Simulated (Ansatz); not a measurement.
GeH4Br (charge -1), closed shell: a pair in one relaxed arrangement.

Input (in.yaml):

```yaml
crystal:
  periodic: [false, false, false]
  atoms:
    - {symbol: Br, position_ang: [-0.067549, 0.189802, -3.459776]}
    - {symbol: Ge, position_ang: [0.012166, -0.034285, 0.639875]}
    - {symbol: H, position_ang: [-1.249072, 0.558877, 1.312305]}
    - {symbol: H, position_ang: [1.214891, 0.713755, 1.263027]}
    - {symbol: H, position_ang: [-0.024219, 0.065614, -0.899098]}
    - {symbol: H, position_ang: [0.113783, -1.493664, 1.143567]}
basis:
  gaussian: {orbitals: "def2-TZVPPD.json"}
total_charge: -1
hamiltonian: {xc: {name: B97M-V}}
```

The basis file named in the input lies beside it (Basis Set Exchange, JSON).

Run by:

```bash
ansatz run in.yaml --threads 4 --pin off --events-out ev --progress --plain --max-ram 9574MiB
```

Output of Ansatz 0.2.0:

```
Functional definition: B97M-V
  name "B97M-V"
  cite "Mardirossian & Head-Gordon, J. Chem. Phys. 142, 074111 (2015) doi:10.1063/1.4907719"
  cite "Becke, J. Chem. Phys. 107, 8554 (1997) doi:10.1063/1.475007"
  cite "Vydrov & Van Voorhis, J. Chem. Phys. 133, 244103 (2010) doi:10.1063/1.3521275"
  # Of w^i u^j: cxij and so on, Table III.
  parameter cx00 = 1.000
  parameter cx01 = 1.308
  parameter cx02 = 1.901
  parameter cx10 = 0.416
  parameter cx11 = 3.070
  parameter css00 = 1.000
  parameter css02 = -1.855
  parameter css10 = -5.668
  parameter css32 = -20.497
  parameter css42 = -20.364
  parameter cos00 = 1.000
  parameter cos01 = 1.573
  parameter cos03 = -6.298
  parameter cos10 = 2.535
  parameter cos32 = -6.427
  parameter b = 6.0
  parameter c = 0.01
  gx(w, u) = cx00 + cx01*u + cx02*u^2 + (cx10 + cx11*u)*w
  gss(w, u) = css00 + css02*u^2 + css10*w + (css32*w^3 + css42*w^4)*u^2
  gos(w, u) = cos00 + cos01*u + cos03*u^3 + cos10*w + cos32*w^3*u^2
  exchange = spin_sum(e_x_unif_s*gx(b97_w, b97_u_x))
  correlation = spin_sum(e_c_pw_mod_same_spin*gss(b97_w, b97_u_same))
      + integral(e_c_pw_mod_opposite_spin*gos(b97_w_opposite, b97_u_opposite)) + vv10(b, c)
1029 factors; their error is unknown
mean field evaluation 1: about -126608.0300 eV, gradient 2.3e1 eV
mean field evaluation 2: about -126607.9682 eV, gradient 2.8e1 eV
mean field evaluation 4: about -126608.7090 eV, gradient 8.9e-1 eV
mean field evaluation 8: about -126608.7040 eV, gradient 2.2e-2 eV
mean field -126608.70404563 eV, -4652.7840552149 hartree, gradient 3.5e-5 eV, S^2 0.000000; 0 other end points of the search recorded, 0 dependent functions left out
reference -126608.70412389 eV, -4652.7840580911 hartree; 36, 36 occupied and 143, 143 virtual orbitals, 1029 factors
Total energy: -126608.70412389 eV, -4652.7840580911 hartree
```

Hardware: 4 CPU threads of an Intel Xeon Platinum 8375C, shared host. Wall time about 3 s.
